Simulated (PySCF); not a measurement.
TiCl3, SMILES [Cl][Ti]([Cl])[Cl] (connectivity only; charge and spin as stated), neutral, multiplicity 2.

Geometry: PBE0-D3(BJ)/def2-SVP. The spin state was assumed, not searched. The isomer is the one that the SMILES or the coordinates give; other isomers of the formula were not compared.

All values below come from PySCF with ωB97X/def2-TZVPD.

**Question.** Estimate the frontier levels, dipole moment and polarisability. (An estimate is asked for; the answer gives what the named calculation found.)

**Answer.** 
```json
{
 "α spin, highest occupied and lowest empty level": "-10.34 and -1.04 eV",
 "β spin, highest occupied and lowest empty level": "-11.89 and -1.42 eV",
 "dipole_moment": "0.000 e·Å",
 "quadrupole, principal values (traceless, Buckingham form, about the centre of nuclear charge)": "-3.19, -3.19, 6.38 D·Å",
 "mean_static_polarisability": "75.8 bohr³ (11.23 Å³)",
 "polarisability_principal_values": "56.1, 85.6, 85.6 bohr³",
 "⟨S²⟩": "0.752 (pure state 0.75)"
}
```
